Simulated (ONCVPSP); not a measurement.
**What one change does to a pseudopotential (Ru (Z = 44), ONCV)**

Ru (Z = 44), optimised norm-conserving Vanderbilt (ONCV), made with ONCVPSP 4.0.1 (PBE, scalar-relativistic). Core [Ar] 3d10, reference 4s2 4p6 4d7 5s1. Waves: 4s+5s: rc 1.40 bohr, ncon 3, nbas 6, qcut 7.7 1/bohr, 2 projectors; 4p: rc 1.90 bohr, ncon 4, nbas 7, qcut 5.6 1/bohr, 2 projectors, debl 1.1 Ha; 4d: rc 2.05 bohr, ncon 4, nbas 9, qcut 7.7 1/bohr, 2 projectors, debl 3.8 Ha. Local part: polynomial inside 1.35 bohr (lpopt 2, dvloc0 0 Ha). Core correction: Teter function, fcfact 3.75, rcfact 1.7.

In the p channel the program set the typed energies aside and used -1.706, 0.250 Ha.

Change: core correction Teter function, fcfact 3.75, rcfact 1.04.

Cutoffs: the cutoffs (Ha) at which the residual kinetic energy of the hardest occupied pseudo-wave falls to 1 and 0.1 mHa per electron; they do not see the model core or the augmentation charge, which bear on the density cutoff. Errors are all-electron minus pseudo energies relative to the spin-unpolarised reference configuration.

Problem. How do hardness, ghosts and transferability respond?

Solution. The potential gets neither clearly harder nor softer (24 Ha and 27 Ha → 24 Ha and 27 Ha); of the 4 tests that both files solve, the error grows in 2 and shrinks in 2 by more than 15 % and 0.3 meV (median size 2.0 → 1.7 meV); neither file shows a bound ghost. A model core, the more so a compact one, raises the density cutoff, which this test does not measure.

| quantity | base | changed |
| --- | --- | --- |
| cutoff, loose | 24 Ha | 24 Ha |
| cutoff, tight | 27 Ha | 27 Ha |
| bound ghosts | none | none |
| GHOST(+) flags under 300 eV | none | none |
| error for 4s2 4p6 4d7 5s0, meV [ΔE 7.29 eV] | -1.6 | -1.2 |
| error for 4s2 4p6 4d6 5s0, meV [ΔE 25.48 eV] | -2.5 | -1.8 |
| error for 4s2 4p6 4d5 5s0, meV [ΔE 56.10 eV] | +6.6 | +9.7 |
| error for 4s2 4p6 4d6 5s1, meV [ΔE 10.11 eV] | +1.3 | +1.6 |
| s: phases at 1.42 bohr within 0.05 rad from the reference energy up to (Ha; the scan ends near 5) | to the end of the scan | to the end of the scan |
| p: phases at 1.93 bohr within 0.05 rad from the reference energy up to (Ha; the scan ends near 5) | to the end of the scan | to the end of the scan |
| d: phases at 2.08 bohr within 0.05 rad from the reference energy up to (Ha; the scan ends near 5) | to the end of the scan | to the end of the scan |
| rms error of d²Exc/dni dnj with the model core, mHa | 3.14 | 0.95 |
